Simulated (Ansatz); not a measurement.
SbSbSbSb tetrahedron (Sb₄) was relaxed with r2SCAN-D4 (def2-SVP) in Ansatz in these states: charge +1 doublet, neutral singlet. The geometries follow in no particular order.

In the def2 sets Sb takes a core potential; there is no spin–orbit coupling.

A:

```xyz
4

Sb   -1.243    0.470    1.165
Sb    1.375    1.078   -0.264
Sb   -0.834   -0.065   -1.557
Sb    0.702   -1.483    0.656
```

B:

```xyz
4

Sb    1.0770    1.3647   -0.0715
Sb   -1.1875    0.1315   -1.2650
Sb   -0.7993   -0.0278    1.5453
Sb    0.9098   -1.4684   -0.2089
```

Q: Judge from the bond lengths which geometry belongs to which state (an estimate).

A: A is the charge +1 doublet (Sb3–Sb4 3.044 Å, Sb1–Sb2 3.044 Å, Sb2–Sb3 2.804 Å); B is the neutral singlet (Sb3–Sb4 2.841 Å, Sb1–Sb2 2.841 Å, Sb2–Sb3 2.841 Å).
